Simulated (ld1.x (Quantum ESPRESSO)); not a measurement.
# u(r) = r·R(r): atom against pseudo-atom (aluminium)

Columns: radius, all-electron u(r) and pseudo u(r) of the 3p shell (level -2.79 eV) of aluminium in the configuration [Ne] 3s2 3p1; LDA (PZ), scalar-relativistic, PAW scheme, ld1.x (Quantum ESPRESSO) 7.5.

```json
{"r (bohr)": "0.158", "all-electron": "0.1324", "pseudo": "-0.0071"}
{"r (bohr)": "0.315", "all-electron": "0.2157", "pseudo": "-0.0276"}
{"r (bohr)": "0.473", "all-electron": "0.1951", "pseudo": "-0.0607"}
{"r (bohr)": "0.630", "all-electron": "0.1183", "pseudo": "-0.1039"}
{"r (bohr)": "0.788", "all-electron": "0.0192", "pseudo": "-0.1553"}
{"r (bohr)": "0.945", "all-electron": "-0.0823", "pseudo": "-0.2112"}
{"r (bohr)": "1.102", "all-electron": "-0.1775", "pseudo": "-0.2692"}
{"r (bohr)": "1.260", "all-electron": "-0.2627", "pseudo": "-0.3265"}
{"r (bohr)": "1.418", "all-electron": "-0.3357", "pseudo": "-0.3803"}
{"r (bohr)": "1.575", "all-electron": "-0.3963", "pseudo": "-0.4281"}
{"r (bohr)": "1.732", "all-electron": "-0.4454", "pseudo": "-0.4689"}
{"r (bohr)": "1.890", "all-electron": "-0.4841", "pseudo": "-0.5018"}
{"r (bohr)": "2.047", "all-electron": "-0.5130", "pseudo": "-0.5264"}
{"r (bohr)": "2.205", "all-electron": "-0.5335", "pseudo": "-0.5433"}
{"r (bohr)": "2.362", "all-electron": "-0.5465", "pseudo": "-0.5532"}
{"r (bohr)": "2.520", "all-electron": "-0.5531", "pseudo": "-0.5570"}
{"r (bohr)": "2.678", "all-electron": "-0.5543", "pseudo": "-0.5561"}
{"r (bohr)": "2.835", "all-electron": "-0.5509", "pseudo": "-0.5515"}
{"r (bohr)": "2.992", "all-electron": "-0.5438", "pseudo": "-0.5439"}
{"r (bohr)": "3.150", "all-electron": "-0.5337", "pseudo": "-0.5337"}
{"r (bohr)": "3.308", "all-electron": "-0.5210", "pseudo": "-0.5210"}
{"r (bohr)": "3.465", "all-electron": "-0.5065", "pseudo": "-0.5065"}
{"r (bohr)": "3.622", "all-electron": "-0.4906", "pseudo": "-0.4906"}
{"r (bohr)": "3.780", "all-electron": "-0.4735", "pseudo": "-0.4735"}
{"r (bohr)": "3.938", "all-electron": "-0.4556", "pseudo": "-0.4556"}
{"r (bohr)": "4.095", "all-electron": "-0.4373", "pseudo": "-0.4373"}
```

Question: How many radial nodes do the two functions have?

Answer: The all-electron 3p function has n − l − 1 = 1; the pseudo-wave has 0, since the states of the same l below it are removed with the core.

Question: At about which radius was the pseudo-wave matched?

Answer: 3.15 bohr. The columns agree to 0.0005 from 2.99 bohr on; several derivatives are matched, so the curves merge somewhat inside the radius.

Question: Is the pseudo-wave norm-conserving?

Answer: No, it belongs to a PAW set: the norm inside the radius is not constrained, and the difference is carried by the augmentation charge.
